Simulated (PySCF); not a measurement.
C₄H₁₀Be, triplet, geometry from GFN2-xTB (such geometries of metal compounds can be far from the true shape) (a higher spin typed on purpose: for a closed-shell molecule this is an excited state); B3LYP/def2-SV(P) run with PySCF.

PySCF was given this input:
```python
from pyscf import gto, scf, dft

mol = gto.M(
    atom='''
Be   -1.04373259   -0.71525915    0.89906567
C     0.79868441   -0.55789319    1.03037466
C     1.32878300   -1.43185965   -0.07478483
H     1.03780163   -0.97705796    2.00445128
H     1.19751604    0.44760552    0.97573429
H     1.09931761   -1.01697095   -1.05436762
H     0.90239270   -2.43301501   -0.02073471
H     2.41748330   -1.53203820   -0.00755653
C    -1.35230370    0.53856017   -0.45610426
C    -0.44942395    1.71019735   -0.74555239
H    -2.35393201    0.88736362   -0.21842887
H    -1.41146337   -0.12791771   -1.31400654
H     0.54331888    1.38588560   -1.05158160
H    -0.35307444    2.35537225    0.12661110
H    -0.85886843    2.31778126   -1.55998267
''',
    basis='def2-sv(p)',
    spin=2,
    verbose=4,
)

mf = dft.UKS(mol)
mf.xc = 'b3lyp'
mf.kernel()
mf.analyze()
```

Q: What does PySCF print? Leave out banner, timings and long lists.

A: 
```
PySCF version 2.14.0

[INPUT] verbose = 4
[INPUT] num. atoms = 15
[INPUT] num. electrons = 38
[INPUT] charge = 0
[INPUT] spin (= nelec alpha-beta = 2S) = 2
[INPUT] symmetry False subgroup None
[INPUT] Mole.unit = angstrom
[INPUT] Symbol           X                Y                Z      unit          X                Y                Z       unit  Magmom
[...]
nuclear repulsion = 149.068824498848
number of shells = 49
number of NR pGTOs = 155
number of NR cGTOs = 85
basis = def2-sv(p)
ecp = {}

******** <class 'pyscf.dft.uks.UKS'> ********
method = UKS
initial guess = minao
damping factor = 0
level_shift factor = 0
DIIS = <class 'pyscf.scf.diis.CDIIS'>
diis_start_cycle = 1
diis_space = 8
diis_damp = 0
SCF conv_tol = 1e-09
SCF conv_tol_grad = None
SCF max_cycles = 50
direct_scf = True
direct_scf_tol = 1e-13
number electrons alpha = 20  beta = 18
XC library pyscf.dft.libxc version 7.1.2
    S. Lehtola, C. Steigemann, M. J. T. Oliveira, and M. A. L. Marques,  SoftwareX 7, 1–5 (2018)
XC functionals = b3lyp
    P. J. Stephens, F. J. Devlin, C. F. Chabalowski, and M. J. Frisch,  J. Phys. Chem. 98, 11623 (1994)
radial grids:
    Treutler-Ahlrichs [JCP 102, 346 (1995); DOI:10.1063/1.469408] (M4) radial grids

becke partition: Becke, JCP 88, 2547 (1988); DOI:10.1063/1.454033
pruning grids: <function nwchem_prune>
grids dens level: 3
symmetrized grids: False
atomic radii adjust function: <function treutler_atomic_radii_adjust>
small_rho_cutoff = 0
Set gradient conv threshold to 3.16228e-05
tot grids = 168280
init E= -173.059502886824

cycle= 1 E= -172.854966621405  delta_E= 0.205  |g|= 0.294  |ddm|= 2.57
cycle= 2 E= -172.836816011376  delta_E= 0.0182  |g|= 0.358  |ddm|= 0.771

cycle= 3 E= -172.908087199267  delta_E= -0.0713  |g|= 0.0184  |ddm|= 0.386

cycle= 4 E= -172.90818446329  delta_E= -9.73e-05  |g|= 0.0171  |ddm|= 0.0575

cycle= 5 E= -172.908337253341  delta_E= -0.000153  |g|= 0.00764  |ddm|= 0.0271

cycle= 6 E= -172.90837513841  delta_E= -3.79e-05  |g|= 0.00135  |ddm|= 0.00999

cycle= 7 E= -172.908376368673  delta_E= -1.23e-06  |g|= 0.000652  |ddm|= 0.00267

cycle= 8 E= -172.908376665021  delta_E= -2.96e-07  |g|= 0.000172  |ddm|= 0.0013

cycle= 9 E= -172.90837669001  delta_E= -2.5e-08  |g|= 4.14e-05  |ddm|= 0.000349

cycle= 10 E= -172.908376692593  delta_E= -2.58e-09  |g|= 8e-06  |ddm|= 0.000146

cycle= 11 E= -172.908376692671  delta_E= -7.87e-11  |g|= 5.24e-06  |ddm|= 3.14e-05

Extra cycle  E= -172.908376692672  delta_E= -1.14e-12  |g|= 5.97e-06  |ddm|= 1.29e-05
converged SCF energy = -172.908376692672  <S^2> = 2.0052065  2S+1 = 3.003469
**** SCF Summaries ****
Total Energy =                        -172.908376692672391
Nuclear Repulsion Energy =             149.068824498848016
One-electron Energy =                 -524.980354149828941
Two-electron Energy =                  203.003152958308533
Two-electron Coulomb Energy =          231.251596622689675
DFT Exchange-Correlation Energy =      -28.248443664381131
**** MO energy ****
                             alpha | beta                alpha | beta
[...]
To work with the spin densities directly, `use mulliken_meta_spin()` only printing them here.

 ** Mulliken spin pop alpha/beta on meta-lowdin orthogonal AOs **
 ** Mulliken Spin Density (per AO)  **
spin_pop of  0 Be 1s        0.00003
spin_pop of  0 Be 2s        0.57771
spin_pop of  0 Be 3s        0.03154
spin_pop of  0 Be 2px       0.08874
spin_pop of  0 Be 2py       0.08229
spin_pop of  0 Be 2pz       0.04049
spin_pop of  0 Be 3px       0.00854
spin_pop of  0 Be 3py       0.00244
spin_pop of  0 Be 3pz       0.00416
spin_pop of  1 C 1s       -0.00000
spin_pop of  1 C 2s        0.07387
spin_pop of  1 C 3s        0.00973
spin_pop of  1 C 2px       0.41865
spin_pop of  1 C 2py       0.01197
spin_pop of  1 C 2pz       0.01145
spin_pop of  1 C 3px       0.01466
spin_pop of  1 C 3py       0.00203
spin_pop of  1 C 3pz       0.00107
spin_pop of  1 C 3dxy      0.00016
spin_pop of  1 C 3dyz      0.00001
spin_pop of  1 C 3dz^2     0.00047
spin_pop of  1 C 3dxz      0.00043
spin_pop of  1 C 3dx2-y2    0.00152
spin_pop of  2 C 1s       -0.00000
spin_pop of  2 C 2s       -0.00161
spin_pop of  2 C 3s        0.00083
spin_pop of  2 C 2px       0.00261
spin_pop of  2 C 2py      -0.00026
spin_pop of  2 C 2pz      -0.00487
spin_pop of  2 C 3px       0.00103
spin_pop of  2 C 3py       0.00011
spin_pop of  2 C 3pz       0.00019
spin_pop of  2 C 3dxy      0.00002
spin_pop of  2 C 3dyz      0.00000
spin_pop of  2 C 3dz^2     0.00009
spin_pop of  2 C 3dxz      0.00002
spin_pop of  2 C 3dx2-y2    0.00006
spin_pop of  3 H 1s        0.00717
spin_pop of  3 H 2s        0.00119
spin_pop of  4 H 1s       -0.00929
spin_pop of  4 H 2s        0.00114
spin_pop of  5 H 1s        0.00410
spin_pop of  5 H 2s        0.00048
spin_pop of  6 H 1s        0.00256
spin_pop of  6 H 2s        0.00027
spin_pop of  7 H 1s        0.02652
spin_pop of  7 H 2s        0.00030
spin_pop of  8 C 1s       -0.00000
spin_pop of  8 C 2s        0.07895
spin_pop of  8 C 3s        0.01012
spin_pop of  8 C 2px       0.07110
spin_pop of  8 C 2py       0.11267
spin_pop of  8 C 2pz       0.26313
spin_pop of  8 C 3px       0.00450
spin_pop of  8 C 3py       0.00428
spin_pop of  8 C 3pz       0.00890
spin_pop of  8 C 3dxy      0.00050
spin_pop of  8 C 3dyz      0.00102
spin_pop of  8 C 3dz^2     0.00012
spin_pop of  8 C 3dxz      0.00053
spin_pop of  8 C 3dx2-y2    0.00026
spin_pop of  9 C 1s        0.00000
spin_pop of  9 C 2s       -0.00171
spin_pop of  9 C 3s        0.00027
spin_pop of  9 C 2px      -0.00028
spin_pop of  9 C 2py      -0.00373
spin_pop of  9 C 2pz      -0.00028
spin_pop of  9 C 3px       0.00021
spin_pop of  9 C 3py       0.00027
spin_pop of  9 C 3pz       0.00027
spin_pop of  9 C 3dxy     -0.00001
spin_pop of  9 C 3dyz      0.00011
spin_pop of  9 C 3dz^2     0.00000
spin_pop of  9 C 3dxz     -0.00000
spin_pop of  9 C 3dx2-y2    0.00008
spin_pop of  10 H 1s        0.00420
spin_pop of  10 H 2s        0.00110
spin_pop of  11 H 1s       -0.00413
spin_pop of  11 H 2s        0.00125
spin_pop of  12 H 1s        0.00340
spin_pop of  12 H 2s        0.00003
spin_pop of  13 H 1s        0.00491
spin_pop of  13 H 2s        0.00034
spin_pop of  14 H 1s        0.02255
spin_pop of  14 H 2s        0.00048
 ** Mulliken Spin Density (per atom)  **
spin density of  0 Be =      0.83594
spin density of  1 C =      0.54601
spin density of  2 C =     -0.00177
spin density of  3 H =      0.00835
spin density of  4 H =     -0.00815
spin density of  5 H =      0.00458
spin density of  6 H =      0.00283
spin density of  7 H =      0.02682
spin density of  8 C =      0.55607
spin density of  9 C =     -0.00480
spin density of  10 H =      0.00530
spin density of  11 H =     -0.00288
spin density of  12 H =      0.00343
spin density of  13 H =      0.00525
spin density of  14 H =      0.02303
 ** Mulliken pop alpha/beta on meta-lowdin orthogonal AOs **
 ** Mulliken pop       alpha | beta **
In total            20.00000 | 18.00000
 ** Mulliken atomic charges   ( Nelec_alpha | Nelec_beta ) **
charge of  0Be =      0.61136  (     2.11229      1.27635 )
charge of  1C =     -0.52447  (     3.53524      2.98923 )
charge of  2C =     -0.26264  (     3.13043      3.13220 )
charge of  3H =      0.10260  (     0.45288      0.44453 )
charge of  4H =      0.09293  (     0.44946      0.45761 )
charge of  5H =      0.08801  (     0.45828      0.45371 )
charge of  6H =      0.09329  (     0.45477      0.45194 )
charge of  7H =      0.09814  (     0.46434      0.43752 )
charge of  8C =     -0.52234  (     3.53920      2.98314 )
charge of  9C =     -0.25006  (     3.12263      3.12743 )
charge of  10H =      0.10435  (     0.45047      0.44518 )
charge of  11H =      0.09625  (     0.45043      0.45332 )
charge of  12H =      0.08798  (     0.45772      0.45429 )
charge of  13H =      0.09210  (     0.45657      0.45133 )
charge of  14H =      0.09249  (     0.46527      0.44224 )
Dipole moment(X, Y, Z, Debye):  1.61762,  1.36374, -1.29852
```
